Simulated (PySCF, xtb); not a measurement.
C₄H₁₀BN, SMILES N(B(C=C)C)C.

GFN2-xTB (xtb) at its own geometry gives an orbital gap of 4.72 eV and a dipole moment of 1.72 D.

Geometry: B3LYP-D3(BJ)/def2-SVP. This is a generated structure with no PubChem entry under its InChIKey; it may be hypothetical. The values are those of a single conformer.

Task: What does PySCF with HF/def2-TZVP give? (An estimate is asked for; the answer gives what the named calculation found.)

Result: gap 12.96 eV (levels -9.74 and 3.22 eV), dipole 1.19 D.
